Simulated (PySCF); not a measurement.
# Te²⁺: ionisation energy

Te²⁺ [Kr] 4d10 5s2 5p2 (3P) → Te³⁺ [Kr] 4d10 5s2 5p1 (2P), as a difference of total energies. All numbers are calculated (PySCF 2.14, scalar relativity by spin-free X2C-1e, in aug-cc-pVQZ-DK3). Correlated levels: valence: [Kr] 4d10 frozen. The calculations carry no spin-orbit coupling.

```csv
method,ionisation energy (eV)
UHF,26.959
LDA,27.717
PBE0,27.554
r2SCAN,27.674
HSE06,27.540
BP86,27.622
MP2 (valence),27.326
SCS-MP2 (valence),27.263
```

Question: Estimate what PBE gives.

Answer: 27.483 eV, closest to HSE06 among the rows shown.

Question: Estimate what wB97M-V gives.

Answer: 27.408 eV, closest to MP2 (valence) among the rows shown.

A first-order spin-orbit estimate (lowest level to lowest level, LS coupling) adds -0.073 eV.

Errors of the correlated levels include the incompleteness of this basis and the frozen core.

For comparison: 27.84 ± 0.04 eV (measured; NIST Atomic Spectra Database, ionization energies).
